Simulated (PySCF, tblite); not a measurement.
Isomers of C4H9ClO3Si. Computed values, GFN2-xTB/tblite, gas phase, harmonic and unscaled. This tight-binding method is rough: wavenumbers can miss measured ones by several per cent, in bad cases by 10 to 20. Modes of hydrogen on silicon can be 10 to 20 % off. One conformer each.

Electronic energies: PBE0/pcSseg-1 single points on the GFN2-xTB geometries (PySCF, gas phase).

```json
{"SMILES": "CO[C@@H]1CO[Si@@H](CCl)O1", "electronic energy, lowest = 0 (kJ/mol)": "149.6"}
{"SMILES": "CO[C@@H]1O[SiH2]OC[C@@H]1Cl", "electronic energy, lowest = 0 (kJ/mol)": "159.3"}
{"SMILES": "CC(=O)O[C@H](CCl)O[SiH3]", "electronic energy, lowest = 0 (kJ/mol)": "202.0"}
{"SMILES": "CO[C@@]1(C)CO[Si@H](Cl)O1", "electronic energy, lowest = 0 (kJ/mol)": "0.0"}
{"SMILES": "CO[C@@H]1O[SiH2]OC[C@H]1Cl", "electronic energy, lowest = 0 (kJ/mol)": "160.7"}
{"SMILES": "CO[Si@@H](Cl)OCC(C)=O", "electronic energy, lowest = 0 (kJ/mol)": "7.5"}
{"SMILES": "CO[C@@H]1COC[Si@@H](Cl)O1", "electronic energy, lowest = 0 (kJ/mol)": "149.7"}
```

Problem. How do GFN2-xTB zero-point energies change the relative energies?

Solution. 
```csv
SMILES,ZPE (kJ/mol),of it from modes above 1550 cm⁻¹,electronic (kJ/mol),"with ZPE, lowest = 0 (kJ/mol)",lowest mode (cm⁻¹),rings
CO[C@@]1(C)CO[Si@H](Cl)O1,347.9,157.9,0.0,0.4,37,1
CO[Si@@H](Cl)OCC(C)=O,340.0,167.9,7.5,0.0,24,0
CO[C@@H]1CO[Si@@H](CCl)O1,345.4,155.8,149.6,147.6,22,1
CO[C@@H]1COC[Si@@H](Cl)O1,346.7,154.2,149.7,148.9,47,1
CO[C@@H]1O[SiH2]OC[C@@H]1Cl,341.7,151.2,159.3,153.5,73,1
CO[C@@H]1O[SiH2]OC[C@H]1Cl,340.9,151.0,160.7,154.1,42,1
CC(=O)O[C@H](CCl)O[SiH3],325.8,159.8,202.0,180.3,20i,0
```

The zero-point energies span 22.1 kJ/mol, from `CC(=O)O[C@H](CCl)O[SiH3]` to `CO[C@@]1(C)CO[Si@H](Cl)O1`. Slightly imaginary modes are left out of the zero-point energy: `CC(=O)O[C@H](CCl)O[SiH3]` 19.6i, 6.3i cm⁻¹. With it `CO[Si@@H](Cl)OCC(C)=O` becomes the lowest.

Problem. And how do the electronic energies of GFN2-xTB itself compare?

Solution. `CO[C@@]1(C)CO[Si@H](Cl)O1` 0.0; `CO[Si@@H](Cl)OCC(C)=O` 77.3; `CO[C@@H]1CO[Si@@H](CCl)O1` 166.1; `CO[C@@H]1COC[Si@@H](Cl)O1` 175.8; `CO[C@@H]1O[SiH2]OC[C@@H]1Cl` 109.0; `CO[C@@H]1O[SiH2]OC[C@H]1Cl` 111.2; `CC(=O)O[C@H](CCl)O[SiH3]` 210.1 kJ/mol, lowest = 0. Against the energies above, taken from the same isomer `CO[C@@]1(C)CO[Si@H](Cl)O1`, the largest difference is 69.8 kJ/mol.

Problem. What do entropy and thermal enthalpy add at 298.15 K and 1 bar (rigid rotor, harmonic oscillator, one conformer each)?

Solution. 
| SMILES | point group | symmetry number | S (J/(mol K)) | H − H(0) (kJ/mol) | ZPE + H − H(0) − TS (kJ/mol) |
| --- | --- | --- | --- | --- | --- |
| CO[C@@]1(C)CO[Si@H](Cl)O1 | C1 | 1 | 428.7 | 30.39 | 250.5 |
| CO[C@@H]1COC[Si@@H](Cl)O1 | C1 | 1 | 427.6 | 29.85 | 249.1 |
| CO[C@@H]1O[SiH2]OC[C@@H]1Cl | C1 | 1 | 416.7 | 29.35 | 246.9 |
| CO[C@@H]1O[SiH2]OC[C@H]1Cl | C1 | 1 | 424.6 | 29.72 | 244.0 |

Not tabulated: `CO[Si@@H](Cl)OCC(C)=O` (lowest mode only 24 cm⁻¹); `CO[C@@H]1CO[Si@@H](CCl)O1` (lowest mode only 22 cm⁻¹); `CC(=O)O[C@H](CCl)O[SiH3]` (lowest mode only 20i cm⁻¹).
